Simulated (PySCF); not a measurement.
**Electric field gradients and quadrupole coupling constants**

Compound: C₅H₁₁PS.
SMILES with atom numbers: `[CH2:1]=[CH:2][P@:3]([CH3:4])(=[S:5])[CH2:6][CH3:7]` (hydrogens: H8, H9 on C1; H10 on C2; H11, H12, H13 on C4; H14, H15 on C6; H16, H17, H18 on C7)

Geometry (GFN2-xTB, Å), atoms numbered from 1 in this order:
```xyz
18
C5H11PS angstrom
C     -1.9966   -1.4488    0.6606
C     -1.1659   -0.4439    0.8744
P     -0.3381    0.3771   -0.5244
C     -0.7192    2.1574   -0.2540
S     -0.8073   -0.2935   -2.2801
C      1.4579    0.2578   -0.0868
C      1.9148   -1.1892   -0.1846
H     -2.5084   -1.9663    1.4560
H     -2.1873   -1.7831   -0.3490
H     -0.9380   -0.0702    1.8648
H     -0.1400    2.7424   -0.9676
H     -0.4847    2.4680    0.7619
H     -1.7791    2.3106   -0.4542
H      1.6157    0.6614    0.9162
H      1.9983    0.8818   -0.8051
H      2.9869   -1.2704   -0.0169
H      1.3977   -1.8035    0.5518
H      1.6847   -1.5814   -1.1746
```

Field gradients from the PBE0/pcSseg-1 density (PySCF, non-relativistic), principal values in atomic units, ordered |Vxx| ≤ |Vyy| ≤ |Vzz|:

```csv
atom,Vxx,Vyy,Vzz
S5,-1.0686,-1.1957,2.2643
```

Find the asymmetry η = (Vxx − Vyy)/Vzz and the couplings χ = eQV/h (234.96 MHz × Q in barn × V in au), with Q(33S) = −0.0678 b.

```
atom         environment  nucleus     η  χzz (MHz)  χxx (MHz)  χyy (MHz)
  S5  sulfur bonded to P      33S  0.06     -36.07      17.02      19.05
```

What is Vzz at S5 in SI units (1 au = 9.71736 × 10²¹ V/m²)?

2.2643 au = 22.003 × 10²¹ V/m².

And the gradient at the other heavy atoms, for which no coupling is worked out here?

```csv
atom,environment,Vzz (au),η
C1,terminal =CH2 carbon,0.444,0.22
C2,alkene CH carbon,0.244,0.96
P3,phosphorus bonded to 3 C and S,-0.197,0.33
C4,sp3 carbon bound to phosphorus,0.092,0.24
C6,sp3 carbon bound to phosphorus,0.087,0.35
C7,methyl carbon,0.116,0.38
```

What couplings would deuterons (Q(2H) = 0.00286 b) have in place of the hydrogens, at this geometry?

```json
{"atom": "H8", "bonded to": "C1", "bond length (Å)": "1.078", "Vzz (au)": "0.3330", "η": "0.02", "χzz (kHz)": "224"}
{"atom": "H9", "bonded to": "C1", "bond length (Å)": "1.081", "Vzz (au)": "0.3165", "η": "0.03", "χzz (kHz)": "213"}
{"atom": "H10", "bonded to": "C2", "bond length (Å)": "1.083", "Vzz (au)": "0.3266", "η": "0.05", "χzz (kHz)": "220"}
{"atom": "H11", "bonded to": "C4", "bond length (Å)": "1.090", "Vzz (au)": "0.3114", "η": "0.02", "χzz (kHz)": "209"}
{"atom": "H12", "bonded to": "C4", "bond length (Å)": "1.088", "Vzz (au)": "0.3164", "η": "0.01", "χzz (kHz)": "213"}
{"atom": "H13", "bonded to": "C4", "bond length (Å)": "1.089", "Vzz (au)": "0.3107", "η": "0.01", "χzz (kHz)": "209"}
{"atom": "H14", "bonded to": "C6", "bond length (Å)": "1.093", "Vzz (au)": "0.3054", "η": "0.01", "χzz (kHz)": "205"}
{"atom": "H15", "bonded to": "C6", "bond length (Å)": "1.094", "Vzz (au)": "0.3003", "η": "0.02", "χzz (kHz)": "202"}
{"atom": "H16", "bonded to": "C7", "bond length (Å)": "1.088", "Vzz (au)": "0.3153", "η": "0.03", "χzz (kHz)": "212"}
{"atom": "H17", "bonded to": "C7", "bond length (Å)": "1.089", "Vzz (au)": "0.3088", "η": "0.04", "χzz (kHz)": "208"}
{"atom": "H18", "bonded to": "C7", "bond length (Å)": "1.089", "Vzz (au)": "0.3028", "η": "0.03", "χzz (kHz)": "203"}
```

Isolated species at its GFN2-xTB geometry (one conformer only). GFN2-xTB bond lengths can be off by several hundredths of an ångström, more for odd bonds, and the gradients follow them. The basis is small and wasn't made for field gradients, so the couplings can be 20 % off.
